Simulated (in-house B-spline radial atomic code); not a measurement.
Radial electron density of the cerium ion Ce⁶⁺, [Kr] 4d10 5s2 5p4. Computed with a radial B-spline atomic code at the basis-set limit: Dirac-Kohn-Sham B97-1, spherical fractional occupations, Fermi nucleus of rms radius 4.8771 fm.

Caution: exact exchange at fractional occupations of open shells leaves self-interaction of up to several eV.

Columns: r (bohr), 4πr²n(r) (electrons per bohr), bar.

```
0.000966     2.64 #
 0.00119    3.754 ##
 0.00146    5.271 ##
 0.00179     7.34 ###
  0.0022    10.17 ####
 0.00271    13.99 ######
 0.00333    18.91 ########
 0.00409    25.12 ###########
 0.00503    32.78 ##############
 0.00618    41.67 ##################
 0.00759    51.41 #######################
 0.00933    61.22 ###########################
  0.0115    69.92 ###############################
  0.0141    75.75 #################################
  0.0173    77.76 ##################################
  0.0213    75.71 #################################
  0.0261    71.36 ###############################
  0.0321    68.16 ##############################
  0.0395    70.38 ###############################
  0.0485     79.6 ###################################
  0.0596    92.21 #########################################
  0.0732    99.79 ############################################
    0.09    95.56 ##########################################
   0.111    82.32 ####################################
   0.136    73.64 ################################
   0.167    77.85 ##################################
   0.205    86.07 ######################################
   0.252     79.5 ###################################
    0.31    55.32 ########################
   0.381    34.35 ###############
   0.468     31.5 ##############
   0.575    35.91 ################
   0.707    31.46 ##############
   0.869    19.82 #########
    1.07    11.17 #####
    1.31     7.78 ###
    1.61    5.434 ##
    1.98     2.71 #
    2.43   0.8438 
    2.99   0.1461 
    3.68  0.01259 
    4.52 0.0004892 
    5.55 7.252e-06
```

On this grid the curve has 4 maxima, near 0.0173, 0.0732, 0.205, 0.575 bohr.

The 5s1/2 radial function P(r) = rR(r), positive near the nucleus, with its small component Q(r) (sign convention: Q ≈ (P' + κP/r)/2c):

| r (bohr) | P | Q |
| --- | --- | --- |
| 0.000345 | 0.01491 | -0.003227 |
| 0.000521 | 0.02145 | -0.004738 |
| 0.000786 | 0.03063 | -0.006854 |
| 0.00119 | 0.04349 | -0.009842 |
| 0.00179 | 0.06061 | -0.0139 |
| 0.00271 | 0.08315 | -0.01943 |
| 0.00409 | 0.1102 | -0.02651 |
| 0.00618 | 0.1386 | -0.03501 |
| 0.00933 | 0.1596 | -0.04387 |
| 0.0141 | 0.1557 | -0.0506 |
| 0.0213 | 0.1012 | -0.05068 |
| 0.0321 | -0.02186 | -0.0388 |
| 0.0485 | -0.1855 | -0.01297 |
| 0.0732 | -0.259 | 0.01708 |
| 0.111 | -0.0653 | 0.02891 |
| 0.167 | 0.3 | 0.008981 |
| 0.252 | 0.2939 | -0.01724 |
| 0.381 | -0.3168 | -0.01184 |
| 0.575 | -0.4969 | 0.009829 |
| 0.869 | 0.3954 | 0.009097 |
| 1.31 | 1.016 | -0.002603 |
| 1.98 | 0.5856 | -0.004016 |
| 2.99 | 0.1024 | -0.000862 |
| 4.52 | 0.003706 | -3.425e-05 |
